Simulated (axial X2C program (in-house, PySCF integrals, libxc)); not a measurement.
Nuclear properties of NCoO

Calculated with an in-house all-electron X2C program for linear molecules (integrals from PySCF): two-component X2C with atomic mean-field Coulomb and Gaunt terms, Gaussian nuclei, basis N dyall-av3z, Co dyall-v3z, O dyall-av3z with contracted cores.

N–Co–O held linear, with bonds 1.660 and 1.637 Å (near the PBE0 minimum at charge 0 of the determinant lowest at the starting distance; the state shown can have its own minimum elsewhere, held linear; other orders of the atoms were not compared).

Input and command:
```json
{"zs": [7, 27, 8], "q": 0, "bas": ["dyall-av3z", "dyall-v3z", "dyall-av3z"], "r0": [1.63, 1.6], "symm": 0, "scan": ["PBE0", "HF", "BHandHLYP"], "levels": ["PBE0", "HF", "TPSSh"], "nst": 2}
```
```bash
python solin.py task.json out
```

Keys: zs atomic numbers; q charge; bas basis sets; r0 starting distance in Å; symm equal bonds; scan levels of the two-bond scan; levels methods; nst determinants followed.

Determinant lowest in the PBE0 search, Ω = 2 (⟨Sz⟩ = 0.00, ⟨Lz⟩ = 2.00 at PBE0), spin on the atoms N -0.94, Co 0.48, O 0.46:

```csv
level,Eeff magnitude (GV/cm),Ws magnitude Co (kHz),A∥/gI N (MHz),qzz N (a.u.),A∥/gI Co (MHz),qzz Co (a.u.),A∥/gI O (MHz),qzz O (a.u.),μ (D)
PBE0,0.882,0.128,9.57,-1.02,-149,-2.89,-45.5,-1.36,-1.85
HF,0.839,0.183,28.2,-1.67,474,-4.39,-120,-0.76,0.00
TPSSh,0.888,0.134,2.56,-0.94,-184,-2.87,-36.7,-1.39,-1.58
```

Eeff is the effective electric field on the electron electric dipole moment in this Ω state and Ws the scalar–pseudoscalar constant of the nucleus named (defined with the proton number Z and per Ω); A∥ (defined per Ω) follows by multiplying with gI = μI/(I μN); qzz is the electric field gradient, eQq0 = 234.96 MHz × Q/barn × qzz; μ is positive if the O end (last atom) is positive. The operators were transformed with the bare-nucleus X2C matrices; with these basis sets, hyperfine constants and field gradients can be off by tens of per cent, and where levels differ in sign neither size nor sign is settled.

Problem. With Q(14N) = 0.02044 barn, Q(59Co) = 0.42 barn, Q(17O) = -0.02558 barn (Q from Pyykkö, Mol. Phys. 2018), turn the PBE0 values of the first state into constants in MHz.

Solution. eQq0(14N) = 234.96 × (0.02044) × (-1.02) = -4.9 MHz; eQq0(59Co) = 234.96 × (0.42) × (-2.89) = -285 MHz; eQq0(17O) = 234.96 × (-0.02558) × (-1.36) = 8.17 MHz.

The molecule was held linear; bending was not examined, so a bent shape may lie lower.

Each state is one determinant with collinear spin, which with several unpaired electrons need not be a pure state. Unrestricted Hartree–Fock can overshoot spin polarisation at the nuclei. In the state Ω = 2 the sign of Eeff differs between levels (HF against PBE0). With several open shells hyperfine constants can be off by a factor of several. In the state Ω = 2 the atomic spins oppose each other (-0.94, 0.48, 0.46): a broken-symmetry determinant whose values are not spin-projected. Open-shell Ω = 0 determinants with evenly filled partner blocks cannot be reached by this program, so the Ω shown need not be the lowest component. The search compared states at one distance, so a state with another bond length can lie lower. The sign of Ws at Co differs between levels in the first state. Further determinants of the search, some of them spin-mixed, are not shown. Where a field gradient or hyperfine factor spreads by more than a factor of two over the levels, a constant derived from it is not to be relied on.
